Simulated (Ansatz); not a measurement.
`CSB(C)N` at its PBE0-D4/def2-TZVP geometry, where that method's forces vanish. Charge 0, multiplicity 1.

```xyz
13

C    -0.3917    1.6238    1.3311
S    -0.8489   -0.1220    1.3910
B    -0.1200   -0.8121   -0.1304
C     0.6944    0.0654   -1.1497
N    -0.3217   -2.1799   -0.3518
H     0.6902    1.7509    1.3364
H    -0.8032    2.0891    2.2263
H    -0.8150    2.1147    0.4554
H     0.0889    0.8886   -1.5406
H     1.0538   -0.5152   -2.0034
H     1.5649    0.5257   -0.6725
H     0.0424   -2.6486   -1.1623
H    -0.8342   -2.7805    0.2705
```

**Question.** What forces (eV/Å) does PBE-D4/def2-TZVPP give on these atoms in the Gaussian-basis code of Ansatz? (An estimate is asked.)

**Answer.** The calculation gave: 
```
C1   0.012  0.051  0.001
S2  -0.148 -0.225  0.160
B3   0.042  0.232  0.025
C4  -0.053 -0.067  0.063
N5  -0.004  0.004  0.009
H6   0.223  0.039 -0.002
H7  -0.080  0.099  0.177
H8  -0.080  0.112 -0.179
H9  -0.102  0.168 -0.084
H10  0.076 -0.107 -0.174
H11  0.172  0.101  0.077
H12  0.124 -0.177 -0.283
H13 -0.180 -0.231  0.210
```
